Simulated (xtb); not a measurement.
OTi (SMILES [O]=[Ti]), triplet, geometry from GFN2-xTB (such geometries of metal compounds can be far from the true shape). Base run: xtb with GFN2-xTB.

Geometry (Å):
```xyz
2

Ti     0.0000     0.0000    -0.4474
O      0.0000     0.0000     1.2303
```
Charge 0, spin multiplicity 3.
All else is at xtb's defaults.
Base energy -5.47807 Eh.

Each row names what was changed in the base input (with any setting that the change needs).

```
change         ΔE vs base (mEh)  dipole (D)  SCF cycles
-------------  ----------------  ----------  ----------
base                      0.000        6.75          13
acc = 0.1                 0.000        6.75          13
etemp = 10000           -91.695        5.49          14
etemp = 1000             -3.078        6.75          13
alpb = chcl3            -12.890        7.09          12
```

ALPB and GBSA are two models with their own fitted parameters for each solvent, which aren't always the measured dielectric constant.
